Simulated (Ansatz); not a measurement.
Species: C2H4Si, SMILES `C#C[SiH3]` (charge 0, multiplicity 1).

Problem. Give a relaxed geometry from Ansatz (a first-principles code) with B3LYP-D3(BJ)/def2-TZVP.

Solution. the end point of this relaxation (outside a Z-matrix the atoms follow the SMILES, hydrogens last).
Cartesian coordinates (Å) in one orientation:
```xyz
7

C      1.952    -0.195     0.038
C      0.753    -0.075     0.015
Si    -1.063     0.106    -0.021
H      3.010    -0.301     0.058
H     -1.409     1.501    -0.368
H     -1.628    -0.812    -1.033
H     -1.614    -0.225     1.311
```
